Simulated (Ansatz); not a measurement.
Geometry optimisation, UHF/def2-SVP in Ansatz.

input.yaml

```yaml
crystal:
  periodic: [false, false, false]
  atoms:
    - { symbol: Ge, position_ang: [-0.193704, 0.460553, 0.287265] }
    - { symbol: H, position_ang: [-0.841164, 0.197147, 2.957522] }
    - { symbol: Cl, position_ang: [1.935399, 0.051424, 0.065461] }
    - { symbol: Cl, position_ang: [-0.722585, 1.406168, -1.649591] }
    - { symbol: Cl, position_ang: [-1.248211, -1.447738, 0.184472] }
    - { symbol: "N", position_ang: [0.069718, -0.056216, 2.557327] }
    - { symbol: H, position_ang: [0.203459, -1.048936, 2.672909] }
    - { symbol: H, position_ang: [0.799389, 0.437599, 3.046735] }
magnetization:
  spin_polarized: true
  initial_magnetization: 1
basis:
  gaussian: { orbitals: def2-SVP }
hamiltonian:
  xc: hf
relax:
  f_tol: 0.03
  max_steps: 50
```

Launched with:

```bash
$ ansatz run input.yaml --threads 4 --pin off --max-ram 5120MiB --backend cpu --events-out ev --progress --plain --runs-dir out
```

Q: Where does it end, and by what steps?

A: It converged. After 5 steps the energy has fallen by 0.068 eV; H2 moved furthest, 0.26 Å.

| step | energy less start (eV) | largest force component (eV/Å) | accepted |
| --- | --- | --- | --- |
| 0 | 0.0000 | 0.961 | yes |
| 1 | -0.0331 | 0.716 | yes |
| 2 | -0.0557 | 0.377 | yes |
| 3 | -0.0628 | 0.341 | yes |
| 4 | -0.0672 | 0.038 | yes |
| 5 | -0.0676 | 0.022 | yes |

```xyz
8
Properties=species:S:1:pos:R:3
Ge -0.218 0.465 0.162
H -0.816 0.059 3.175
Cl 1.900 -0.018 0.034
Cl -0.668 1.429 -1.765
Cl -1.304 -1.418 0.076
N 0.036 -0.038 2.648
H 0.324 -1.002 2.703
H 0.747 0.522 3.089
```

Whether the end is a true minimum wasn't checked by a vibrational analysis.

Run time: 14 s on 4 threads of Arm Neoverse V1, with other jobs on the host, peak memory 0.44 GiB.
